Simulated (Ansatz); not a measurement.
One change: `NB(F)[O][GeH3]` becomes `COB(N)F`.

Ansatz, PBE0-D4/def2-TZVP geometries, multiplicity 1. Each molecule was computed in one conformer, which needn't be the lowest.

Scalar relativity is left out up to krypton.

```json
{"property": "HOMO energy (PBE0/def2-TZVPP) / eV", "`NB(F)[O][GeH3]`": "-7.81"}
{"property": "size of the dipole moment (ωB97M-V/def2-TZVPP) / D", "`NB(F)[O][GeH3]`": "0.80"}
{"property": "size of the dipole moment (PBE/def2-TZVPP) / D", "`NB(F)[O][GeH3]`": "0.89"}
{"property": "HOMO–LUMO gap (B3LYP/def2-TZVPP) / eV", "`NB(F)[O][GeH3]`": "7.53"}
{"property": "HOMO energy (PBE/def2-TZVPP) / eV", "`NB(F)[O][GeH3]`": "-6.34"}
{"property": "HOMO–LUMO gap (PBE0/def2-TZVPP) / eV", "`NB(F)[O][GeH3]`": "8.06"}
```

**Question.** What does the change do to each property? (Estimate.)

**Answer.** Computed: 
```
                                          property  `COB(N)F`  shift
                HOMO energy (PBE0/def2-TZVPP) / eV      -7.67   0.14
size of the dipole moment (ωB97M-V/def2-TZVPP) / D       0.78  -0.02
    size of the dipole moment (PBE/def2-TZVPP) / D       0.85  -0.04
             HOMO–LUMO gap (B3LYP/def2-TZVPP) / eV       8.00   0.47
                 HOMO energy (PBE/def2-TZVPP) / eV      -6.17   0.17
              HOMO–LUMO gap (PBE0/def2-TZVPP) / eV       8.61   0.55
```

With PBE0 the HOMO rises by 0.14 eV and the LUMO rises by 0.69 eV, so the gap widens by about 0.55 eV. PBE moves the HOMO by 0.17 eV and ωB97M-V by 0.13 eV. Dipoles are sizes alone; their direction can turn.

B3LYP here is the variant with VWN-RPA as its local correlation; programs differ in this.
